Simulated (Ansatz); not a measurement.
C₂H₉NSn⁺, that is SnH2Me(NHMe) with one electron fewer: single points at one geometry.

```yaml
crystal:
  periodic: [false, false, false]
  atoms:
    - {symbol: Sn, position_ang: [0.644551, 0.650667, 0.346926]}
    - {symbol: H, position_ang: [0.762261, 0.531090, 2.070822]}
    - {symbol: H, position_ang: [2.248839, 0.618244, -0.348072]}
    - {symbol: C, position_ang: [-0.445943, 2.403483, -0.303429]}
    - {symbol: H, position_ang: [0.074018, 3.321800, 0.030363]}
    - {symbol: H, position_ang: [-1.463953, 2.381336, 0.129493]}
    - {symbol: H, position_ang: [-0.519549, 2.415146, -1.407982]}
    - {symbol: N, position_ang: [-0.527854, -0.971524, -0.196651]}
    - {symbol: C, position_ang: [-0.074747, -2.316675, 0.128183]}
    - {symbol: H, position_ang: [-0.807268, -0.908484, -1.183653]}
    - {symbol: H, position_ang: [0.828912, -2.684438, -0.422795]}
    - {symbol: H, position_ang: [0.166630, -2.382839, 1.211364]}
    - {symbol: H, position_ang: [-0.885887, -3.057816, -0.054557]}
basis:
  gaussian: {orbitals: def2-TZVP, initial_orbitals: start.molden}
total_charge: 1
magnetization: {spin_polarized: true, initial_magnetization: 1}
hamiltonian: {xc: pbe0, dispersion: d4}
scf: {omitted_lower_state_checks: [starts]}
output: {orbitals: {seedname: orbitals}}
```

The file start.molden holds the orbitals of an earlier run on this structure, at another level or in another basis.

```sh
$ ansatz run in.yaml --threads 2 --pin off --events-out ev --progress --plain --max-ram 4352MiB
```

Shortened log:

```
Functional definition: PBE0
1372 factors; their error is unknown
mean field evaluation 1: about -9528.4567 eV, gradient 6.5e1 eV
mean field evaluation 2: about -9530.3938 eV, gradient 2.0e0 eV
mean field evaluation 4: about -9530.4743 eV, gradient 3.1e-1 eV
mean field evaluation 8: about -9530.4746 eV, gradient 1.8e-5 eV
mean field -9530.47459865 eV, -350.2384815126 hartree, gradient 1.8e-5 eV, S^2 0.757333; 0 other end points of the search recorded, 0 dependent functions left out
reference -9530.47463664 eV, -350.2384829086 hartree; 25, 24 occupied and 172, 173 virtual orbitals, 1372 factors
Total energy: -9530.64855066 eV, -350.2448741313 hartree
Checks for a lower state left out: starts
```

Run time 9 s (2 threads of Arm Neoverse V2 on a shared host), peak host memory 0.59 GiB.

The first input with `hamiltonian: {xc: r2scan, dispersion: d4}` (abridged; 12 s):

```
Functional definition: r2SCAN
mean field -9534.84854511 eV, -350.3992210802 hartree, gradient 7.1e-5 eV, S^2 0.759455
Total energy: -9534.89920286 eV, -350.4010827182 hartree
Checks for a lower state left out: starts
```

First input, but with `hamiltonian: {xc: pbe, dispersion: d4}` (abridged; 6.5 s):

```
Functional definition: PBE
mean field -9529.71368700 eV, -350.2105185252 hartree, gradient 2.4e-5 eV, S^2 0.754873
Total energy: -9529.91883511 eV, -350.2180575795 hartree
Checks for a lower state left out: starts
```

Geometry: PBE-D4/def2-SVP, that of the neutral singlet.

In the def2 sets Sn takes a core potential; there is no spin–orbit coupling.
